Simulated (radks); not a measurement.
All-electron atom: Eu23+ in [Kr] 4d4 (the NIST ground configuration). Method: Dirac Kohn-Sham, relativistic LDA (MacDonald-Vosko exchange, VWN5 correlation), spin-unpolarised, spherical densities, finite nucleus; open shells fill j = l - 1/2 first; Fermi nuclear charge, rms radius 5.1115 fm; computed with a radial shooting solver on a logarithmic mesh with Libxc functionals.

Unscreened Slater integrals over Kohn-Sham orbitals (hartree). Large and small components are both included. Empty in this configuration: 4d5/2.

F0(4d3/2,4d3/2): 1.6089
F2(4d3/2,4d3/2): 0.82306
F0(4d3/2,4p3/2): 1.6103
F2(4d3/2,4p3/2): 0.82972
G1(4d3/2,4p3/2): 1.0337
G3(4d3/2,4p3/2): 0.66038
F0(4d3/2,4p1/2): 1.6414
G1(4d3/2,4p1/2): 1.0676
F0(4d3/2,4s1/2): 1.6458
G2(4d3/2,4s1/2): 0.82449
F0(4d3/2,4d5/2): 1.6000
F2(4d3/2,4d5/2): 0.81892
G2(4d3/2,4d5/2): 0.81684
G4(4d3/2,4d5/2): 0.55492
F0(4p3/2,4p3/2): 1.6153
F2(4p3/2,4p3/2): 0.84665
F0(4p3/2,4p1/2): 1.6460
G2(4p3/2,4p1/2): 0.85385
F0(4p3/2,4s1/2): 1.6504
G1(4p3/2,4s1/2): 1.1175
F0(4p3/2,4d5/2): 1.6015
F2(4p3/2,4d5/2): 0.82607
G1(4p3/2,4d5/2): 1.0341
G3(4p3/2,4d5/2): 0.65971
F0(4p1/2,4p1/2): 1.6794
F0(4p1/2,4s1/2): 1.6838
G1(4p1/2,4s1/2): 1.1402
F0(4p1/2,4d5/2): 1.6319
G3(4p1/2,4d5/2): 0.67229
F0(4s1/2,4s1/2): 1.6891
F0(4s1/2,4d5/2): 1.6362
G2(4s1/2,4d5/2): 0.82076
F0(4d5/2,4d5/2): 1.5912
F2(4d5/2,4d5/2): 0.81516
F4(4d5/2,4d5/2): 0.55374
